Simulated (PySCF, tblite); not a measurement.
Isomers of C7H5ClNP, one GFN2-xTB conformer each. Single-point energies are computed at PBE0/pcSseg-1 (PySCF, gas phase, no added dispersion term), electronic only.

Question: Rank them by PBE0/pcSseg-1 energy, lowest first (kJ/mol).
A. `Cc1pc(Cl)ccc1C#N`
B. `Clc1[nH]c2ccccc2p1`

Answer: B (0.0), A (101.5).

As drawn, the lower has an N–H bond, which the higher lacks; the higher has a C≡N group, which the lower lacks. GFN2-xTB itself gives, in the same order: 0.0, 163.5. Both levels put the same isomer lowest.

Which frontier levels, dipoles and rotational constants go with these structures?

```csv
SMILES,"HOMO (eV, PBE0/pcSseg-1)",LUMO (eV),dipole (D),"A, B, C (MHz)"
Clc1[nH]c2ccccc2p1,-6.21,-1.15,2.91,"2711, 647.4, 522.6"
Cc1pc(Cl)ccc1C#N,-7.63,-2.46,1.71,"2313, 614.5, 486.9"
```

What happens when harmonic zero-point energies from GFN2-xTB frequencies are added?

```tsv
SMILES	ZPE (kJ/mol)	electronic (kJ/mol)	with ZPE (kJ/mol)
Clc1[nH]c2ccccc2p1	266.1	0.0	0.0
Cc1pc(Cl)ccc1C#N	257.6	101.5	93.0
```

The zero-point energies span 8.5 kJ/mol. The order is unchanged.
